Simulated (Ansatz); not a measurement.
A nudged elastic band was laid between two geometries of C2H9BN2 (14 atoms, charge 0, multiplicity 1).

Method: Ansatz 0.2.0, RKS r2SCAN/6-31G.

```yaml
movable_images: 7
climbing_image: yes
spring: 5.0 eV/Å²
optimiser: quadratic models (default)
start_path: through a guess of the saddle point
force_threshold: 0.03 eV/Å
iteration_limit: 38
end_points: relaxed
```

Initial state:

```xyz
14
Properties=species:S:1:pos:R:3
C -1.634 0.754 0.962
N -0.385 0.873 0.213
B 0.412 -0.230 -0.216
C 1.728 0.024 -1.064
N -0.001 -1.560 0.092
H -2.067 1.743 1.147
H -1.476 0.272 1.939
H -2.381 0.162 0.411
H -0.089 1.814 -0.001
H 2.192 0.992 -0.829
H 1.507 0.027 -2.142
H 2.485 -0.754 -0.894
H -0.844 -1.785 0.599
H 0.541 -2.361 -0.191
```

Final state:

```xyz
14
Properties=species:S:1:pos:R:3
C -1.512 1.416 0.839
N -0.421 0.740 0.730
B -0.065 -0.491 -0.320
C 1.155 0.047 -1.234
N 0.330 -1.602 0.600
H -1.683 2.135 1.638
H -2.288 1.240 0.100
H -1.125 -0.637 -0.921
H 0.303 0.858 1.446
H 2.070 0.237 -0.647
H 0.909 0.970 -1.778
H 1.404 -0.719 -1.984
H -0.354 -2.240 0.983
H 1.267 -1.981 0.577
```

Problem. What changes between the two ends?

Solution. Bonds broken: C1–H8. Bonds formed: B3–H8.

Problem. What energy profile does the band end with?

Solution. It did not converge within its limit. The highest image is number 4 of 0 to 8, 338.5 kJ/mol above the first end and 117.5 kJ/mol above the last; the last end lies 221.0 kJ/mol above the first. The band didn't meet its force threshold, so its energies are provisional: the largest band force was still 0.18 eV/Å, and over the last iterations the top stayed at 3.51 eV. Neighbouring images lie up to 2.0 Å apart, so the band is torn or far too coarse. The orbitals stay closed-shell, which can raise the energy where a bond breaks towards radicals; this wasn't checked here. Limits of this set-up: no polarisation functions.

```csv
image,path coordinate (Å),energy (kJ/mol),C1–H8 (Å),B3–H8 (Å)
0,0.00,0.0,1.10,2.89
1,1.94,-0.1,1.10,2.91
2,3.87,81.1,1.10,2.99
3,5.85,49.1,1.10,2.53
4,7.82,338.5,1.90,1.32
5,9.58,249.8,2.91,1.21
6,11.33,244.2,3.28,1.21
7,13.09,243.2,3.10,1.21
8,14.85,221.0,2.73,1.23
```

The run took 40 min on 1 thread of Arm Neoverse N1, on a shared host, peak memory 0.15 GiB.
